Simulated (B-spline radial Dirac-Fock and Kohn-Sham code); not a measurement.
In the model described below, a K (1s) vacancy in Co²³⁺, 1s2 2s2, lives for 9.6 fs, which corresponds to a natural width of 0.0682 eV. Out of 1000 such holes, about 0.0042 decay by emitting a photon and the rest by ordinary Auger emission. The strongest X-ray line is K-L1 at 7145.9 eV, with 100 % of the radiative rate. The strongest electron group is K-L1L1 near 4928 eV, with 100 % of the non-radiative rate.

Calculated with a radial atomic solver, using independent-particle rates on relativistic LDA orbitals of the hole state (multipoles up to L = 3, Coulomb Auger matrix elements, transition energies from Dirac-Fock).
